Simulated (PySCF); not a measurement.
Molybdenum: a sound run and one with changed settings

Sound run: Mo [Kr] 4d5 5s1, Mo⁺ [Kr] 4d5. Computed with PySCF 2.14 in cc-pVDZ-PP with ECP28MDF, with scalar relativity through the core potential. The sound run starts from symmetry-adapted Hartree-Fock orbitals and uses a fine grid where one is needed.

Changed run: basis STO-3G, all-electron and non-relativistic. This setting is unsound on purpose.

```csv
species,method,sound run (hartree),changed run (hartree),converged
Mo,UHF,-67.34417,-3935.89663,yes
Mo,MN15,-67.73679,-3934.38891,yes
Mo,LDA,-67.72172,-3932.86889,yes
Mo⁺,UHF,-67.11424,-3935.80791,yes
Mo⁺,MN15,-67.47243,-3934.27676,yes
Mo⁺,LDA,-67.43620,-3932.72616,yes
```

Ionisation energy of Mo:

| method | sound run (eV) | changed run (eV) |
| --- | --- | --- |
| UHF | 6.257 | 2.414 |
| MN15 | 7.194 | 3.052 |
| LDA | 7.769 | 3.884 |

A minimal basis cannot let orbitals breathe on ionisation and holds almost no correlation. The Hamiltonian changed with the basis, so the totals do not compare.

For comparison, NIST gives 7.092 eV between the lowest levels.
